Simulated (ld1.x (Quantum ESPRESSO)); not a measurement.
## u(r) = r·R(r): atom against pseudo-atom (Si)

Columns: radius, all-electron u(r) and pseudo u(r) of the 3p shell (level -20.50 eV) of silicon in the configuration [Ne] 3s2 3p0; PBE, scalar-relativistic, TM scheme, ld1.x (Quantum ESPRESSO) 7.5.

```
r (bohr)  all-electron   pseudo
   0.098        0.1267  -0.0046
   0.195        0.2696  -0.0183
   0.292        0.3289  -0.0407
   0.390        0.3109  -0.0717
   0.488        0.2403  -0.1104
   0.585        0.1413  -0.1555
   0.682        0.0295  -0.2063
   0.780       -0.0857  -0.2621
   0.878       -0.1966  -0.3211
   0.975       -0.2978  -0.3809
   1.072       -0.3886  -0.4404
   1.170       -0.4685  -0.4984
   1.268       -0.5365  -0.5523
   1.365       -0.5925  -0.6001
   1.463       -0.6381  -0.6411
   1.560       -0.6728  -0.6738
   1.658       -0.6979  -0.6981
   1.755       -0.7137  -0.7137
   1.852       -0.7213  -0.7213
   1.950       -0.7216  -0.7216
   2.047       -0.7157  -0.7157
   2.145       -0.7043  -0.7043
   2.242       -0.6886  -0.6886
   2.340       -0.6691  -0.6691
   2.438       -0.6468  -0.6468
   2.535       -0.6226  -0.6226
```

Problem. How many radial nodes do the two functions have?

Solution. The all-electron 3p function has n − l − 1 = 1; the pseudo-wave has 0, since the states of the same l below it are removed with the core.

Problem. At about which radius was the pseudo-wave matched?

Solution. 1.95 bohr. The columns agree to 0.0005 from 1.66 bohr on; several derivatives are matched, so the curves merge somewhat inside the radius.

Problem. Where does each function peak?

Solution. Outermost all-electron maximum near 1.95 bohr, pseudo maximum near 1.95 bohr (to the table’s step).

Problem. Is the pseudo-wave norm-conserving?

Solution. Yes: the TM scheme keeps the norm inside the radius equal to the all-electron one, which fixes the energy derivative of the logarithmic derivative at the level.
